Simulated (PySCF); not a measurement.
A PySCF script (with the pyscf-properties extension) for the NMR shieldings of `S(C)C1=CC=C[SiH2]1`, C5H8SSi, on a GFN2-xTB geometry:

```python
import basis_set_exchange as bse
import numpy as np
from pyscf import gto, dft
from pyscf.prop import nmr

atoms = """
C     2.682667   -0.236615   -0.596012
S     1.496797    0.629491   -1.665914
C     0.003599    0.366334   -0.812807
C    -1.169029    0.872365   -1.245536
C    -2.322017    0.559600   -0.433672
C    -2.115809   -0.197779    0.657407
Si   -0.298246   -0.629137    0.784069
H     2.399785   -1.280953   -0.507868
H     2.704840    0.236635    0.380827
H     3.652665   -0.150483   -1.075827
H    -1.270439    1.474083   -2.135915
H    -3.291757    0.938566   -0.725884
H    -2.912699   -0.482397    1.323048
H     0.027062   -2.044897    0.599810
H     0.408168   -0.046824    1.926705
"""
names = dict.fromkeys(["C", "S", "Si", "H"], "pcSseg-1")
basis = {el: gto.basis.parse(bse.get_basis(n, elements=[el], fmt="nwchem")) for el, n in names.items()}
mol = gto.M(atom=atoms, basis=basis, charge=0, verbose=0)
mf = dft.RKS(mol, xc="PBE0")
mf.grids.level = 2
mf.grids.alignment = dft.numint.BLKSIZE   # the property module wants whole blocks of grid points
mf.conv_tol = 1e-9
mf.kernel()

calc = nmr.RKS(mf)   # GIAO
C = mf.mo_coeff
Co = C[:, mf.mo_occ > 0]
resp = mf.gen_response(singlet=True, hermi=2)
def vind(x):   # induced exchange potential for any number of trial vectors
    d = np.einsum("pi,xij,qj->xpq", C, 2 * x.reshape(-1, C.shape[1], Co.shape[1]), Co, optimize=True)
    return np.einsum("xpq,pi,qj->xij", resp(d - d.transpose(0, 2, 1)), C, Co, optimize=True).ravel()
mo1, _ = nmr.rhf.solve_mo1(calc, with_cphf=vind)
sigma = calc.kernel(mo1)
for i, s in enumerate(sigma):   # ppm
    w = np.linalg.eigvalsh((s + s.T) / 2)
    print("%2d %-2s iso %8.1f  s11 %8.1f  s22 %8.1f  s33 %8.1f" % (i, mol.atom_pure_symbol(i), w.mean(), *w))
```

**Question.** What does it print?

**Answer.** 
```
 0 C  iso    163.3  s11    141.0  s22    162.5  s33    186.3
 1 S  iso    452.4  s11    272.4  s22    420.5  s33    664.2
 2 C  iso     27.0  s11    -56.0  s22      6.4  s33    130.6
 3 C  iso     48.1  s11    -55.2  s22     61.4  s33    138.0
 4 C  iso     27.6  s11    -89.8  s22     32.6  s33    140.0
 5 C  iso     64.0  s11    -33.0  s22     54.8  s33    170.1
 6 Si iso    400.4  s11    341.6  s22    402.9  s33    456.9
 7 H  iso     29.4  s11     25.2  s22     27.6  s33     35.3
 8 H  iso     29.3  s11     25.2  s22     27.2  s33     35.4
 9 H  iso     29.5  s11     24.4  s22     26.6  s33     37.6
10 H  iso     25.0  s11     22.4  s22     23.2  s33     29.4
11 H  iso     24.4  s11     22.6  s22     23.3  s33     27.3
12 H  iso     26.0  s11     25.1  s22     26.2  s33     26.6
13 H  iso     27.1  s11     23.2  s22     26.1  s33     32.0
14 H  iso     27.1  s11     23.2  s22     26.1  s33     32.0
```

These numbers come from an equivalent density-fitted implementation of the same equations, which agrees with the script to about 0.01 ppm for H and up to a few tenths of a ppm for heavy atoms, so last digits may differ.

**Question.** Turn these shieldings into chemical shifts. Scale: 13C (σref 186.93) and 29Si (σref 349.16) and 1H (σref 31.72) against TMS; 33S (σref 503.73) against CS2 (reference shieldings calculated alike).

**Answer.** Averaging equivalent atoms: C 2: 159.9; C 4: 159.3; C 3: 138.8; C 5: 122.9; C 0: 23.7; S 1: 51; Si 6: -51.3; H 11: 7.32; H 10: 6.72; H 12: 5.76; H 13/14: 4.62; H 7/8/9: 2.33 ppm. 

Size and cost of the density-fitted run: 173 basis functions, 76 s wall time on 1 thread of an Intel Xeon, shared host; peak memory 0.86 GiB.
